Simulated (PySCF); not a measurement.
Two-component Hartree-Fock for Nd⁴⁸⁺ (neodymium, charge +48)

Start: [Ne] 3s2. Calculated with PySCF 2.14 in an uncontracted even-tempered set (18 s from 12 bohr⁻², ratio 2.4; 14 p from 16 bohr⁻², ratio 2.4; 4 d from 52 bohr⁻², ratio 2.6; 4 f from 78 bohr⁻², ratio 2.6): generalised Hartree-Fock with the X2C-1e Hamiltonian and a Gaussian nucleus; one run each with spin-orbit coupling (SO) switched off, then screened by Boettger's factors.

| spinor shell | electrons | ε, spin-free (eV) | ε, screened SO (eV) | weight of nominal j (screened SO) | rms radius, screened SO (bohr) |
| --- | --- | --- | --- | --- | --- |
| 1s1/2 | 2 | -47199.2 | -47194.3 | 1.000 | 0.0269 |
| 2s1/2 | 2 | -10400.6 | -10399.4 | 1.000 | 0.107 |
| 2p1/2 | 2 | -9657.0 | -10034.7 | 1.000 | 0.0918 |
| 2p3/2 | 4 | -9657.0 | -9493.2 | 1.000 | 0.0974 |
| 3s1/2 | 2 | -4201.4 | -4201.2 | 1.000 | 0.256 |

```json
{"quantity": "E (hartree)", "spin-free": "-7298.01616", "screened SO": "-7301.90811"}
{"quantity": "M_J", "spin-free": "0", "screened SO": "0"}
{"quantity": "⟨J²⟩", "spin-free": "0.000", "screened SO": "0.000"}
{"quantity": "⟨L²⟩", "spin-free": "0.000", "screened SO": "0.013"}
{"quantity": "⟨S²⟩", "spin-free": "0.000", "screened SO": "0.013"}
```

Breit and QED terms are absent; they matter most for the inner s and p1/2 levels.

Densities and radii are taken from the X2C orbitals without a picture-change correction, which distorts them close to the nucleus.

Without spin-orbit coupling the j labels of p, d and f shells carry no meaning; the spin-free column gives the mean over the occupied spinors of each nl shell.
